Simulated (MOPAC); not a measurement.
A run for MOPAC: PM6 on ClH2NSn (SMILES [NH2][Sn][Cl]), a point of a torsion scan.

```
PM6 1SCF PRECISE CHARGE=0 THREADS=1
ClH2NSn

N     -0.78451892 1    -0.01870416 1     0.05358381 1
Sn     1.03734455 1    -0.82276973 1    -0.48333512 1
Cl     0.31814914 1    -3.08162698 1    -0.59859671 1
H     -1.12203967 1     0.90913567 1    -0.16526700 1
H     -1.60199055 1    -0.58782010 1     0.23654095 1
```

The log:

```
*******************************************************************************
 **                                                                           **
 **                              MOPAC v23.2.5                                **
 **                                                                           **
 *******************************************************************************
 ** MOPAC's Digital Object Identifier: https://doi.org/10.5281/zenodo.6511958 **
 **                                                                           **
 ** Please cite the open-source release paper for use of this MOPAC version:  **
 ** J. E. Moussa and J. J. P. Stewart (2026)                                  **
 ** MOPAC: An open-source semiempirical molecular orbital program             **
 ** J. Open Source Softw., 11(119), 8025, https://doi.org/10.21105/joss.08025 **
 *******************************************************************************

                              PM6 CALCULATION RESULTS

 *******************************************************************************
 *  PM6        - The PM6 Hamiltonian to be used
 *
 *
 *
 *                 CHARGE ON SYSTEM = 0
 *
 *
 *
 *  PRECISE    - TIGHTER CRITERIA TO BE USED
 *  1SCF       - DO 1 SCF AND THEN STOP
 *  THREADS=1  - MULTI-THREADING NOT USED
 *  T=         - A TIME OF 172800.0 SECONDS REQUESTED
 *  DUMP=N     - RESTART FILE WRITTEN EVERY 7200.0 SECONDS REQUESTED
 *******************************************************************************
PM6 1SCF PRECISE CHARGE=0 THREADS=1
 ClH2NSn

   ATOM   CHEMICAL          X               Y               Z
  NUMBER   SYMBOL      (ANGSTROMS)     (ANGSTROMS)     (ANGSTROMS)

     1       N         -0.78451892  *  -0.01870416  *   0.05358381  *
     2      Sn          1.03734455  *  -0.82276973  *  -0.48333512  *
     3      Cl          0.31814914  *  -3.08162698  *  -0.59859671  *
     4       H         -1.12203967  *   0.90913567  *  -0.16526700  *
     5       H         -1.60199055  *  -0.58782010  *   0.23654095  *



          CARTESIAN COORDINATES

    NO.       ATOM           X           Y           Z

     1         N         -0.7845     -0.0187      0.0536
     2        Sn          1.0373     -0.8228     -0.4833
     3        Cl          0.3181     -3.0816     -0.5986
     4         H         -1.1220      0.9091     -0.1653
     5         H         -1.6020     -0.5878      0.2365

 General Reference for PM6:
 "Optimization of Parameters for Semiempirical Methods V: Modification of NDDO Approximations
 and Application to 70 Elements", J. J. P. Stewart, J. Mol. Mod., 13, 1173-1213 (2007)
 URL: https://link.springer.com/article/10.1007/s00894-007-0233-4

           Empirical Formula: H2 N Sn Cl  =     5 atoms



      MOLECULAR POINT GROUP   :   C1


      RHF CALCULATION, NO. OF DOUBLY OCCUPIED LEVELS = 9


 -------------------------------------------------------------------------------
 PM6 1SCF PRECISE CHARGE=0 THREADS=1
 ClH2NSn



     1SCF WAS SPECIFIED, SO BFGS WAS NOT USED
     SCF FIELD WAS ACHIEVED


                              PM6 CALCULATION
                                                       MOPAC v23.2.5 Linux




          FINAL HEAT OF FORMATION =         -5.72691 KCAL/MOL =     -23.96140 KJ/MOL


          COSMO AREA              =        115.46 SQUARE ANGSTROMS
          COSMO VOLUME            =        106.01 CUBIC ANGSTROMS

          IONIZATION POTENTIAL    =          9.064233 EV
          HOMO LUMO ENERGIES (EV) =         -9.064 -0.864
          NO. OF FILLED LEVELS    =          9
          MOLECULAR WEIGHT        =        170.1655         POINT GROUP:  C1

          MOLECULAR DIMENSIONS (Angstroms)

            Atom       Atom       Distance
            H     4   Cl     3     4.26475
           Sn     2    H     5     2.47729
            N     1   Cl     3     0.30910


          SCF CALCULATIONS        =          1





   ATOM   CHEMICAL          X               Y               Z
  NUMBER   SYMBOL      (ANGSTROMS)     (ANGSTROMS)     (ANGSTROMS)

     1       N         -0.78451892  *  -0.01870416  *   0.05358381  *
     2      Sn          1.03734455  *  -0.82276973  *  -0.48333512  *
     3      Cl          0.31814914  *  -3.08162698  *  -0.59859671  *
     4       H         -1.12203967  *   0.90913567  *  -0.16526700  *
     5       H         -1.60199055  *  -0.58782010  *   0.23654095  *

                             CARTESIAN COORDINATES

   1    N       -0.784518920    -0.018704160     0.053583810
   2   Sn        1.037344550    -0.822769730    -0.483335120
   3   Cl        0.318149140    -3.081626980    -0.598596710
   4    H       -1.122039670     0.909135670    -0.165267000
   5    H       -1.601990550    -0.587820100     0.236540950


           Empirical Formula: H2 N Sn Cl  =     5 atoms



      MOLECULAR POINT GROUP   :   C1


                  EIGENVALUES
 -29.49094 -26.27623 -16.32463 -15.71393 -13.12240 -11.16192 -11.02023  -9.72531
  -9.06423  -0.86425   0.36818   1.12405   5.88986   6.90926  92.78705  92.93587
  92.99503  93.55974  93.56262


              NET ATOMIC CHARGES AND DIPOLE CONTRIBUTIONS

  ATOM NO.   TYPE          CHARGE      No. of ELECS.   s-Pop       p-Pop       d-Pop
    1          N          -0.806081        5.8061     1.57218     4.23390
    2         Sn           0.789061        3.2109     1.84861     1.36233
    3         Cl          -0.463040        7.4630     1.99660     5.46481     0.00163
    4          H           0.242497        0.7575     0.75750
    5          H           0.237564        0.7624     0.76244
 DIPOLE           X         Y         Z       TOTAL
 POINT-CHG.     3.127     4.196    -0.631     5.271
 HYBRID        -3.331    -0.998     0.359     3.495
 SUM           -0.204     3.198    -0.272     3.216


          ATOMIC ORBITAL ELECTRON POPULATIONS

     Atom    s        px        py        pz      x^2-y^2     xz        z^2       yz        xy
    1  N   1.57218   1.27193   1.22278   1.73919
    2 Sn   1.84861   0.65855   0.47136   0.23241
    3 Cl   1.99660   1.94169   1.57394   1.94917   0.00062   0.00002   0.00029   0.00018   0.00053
    4  H   0.75750
    5  H   0.76244

 **********************
 *                    *
 * JOB ENDED NORMALLY *
 *                    *
 **********************




 == MOPAC DONE ==
```

The run finished.

Cost: roughly 0.020 core-seconds.
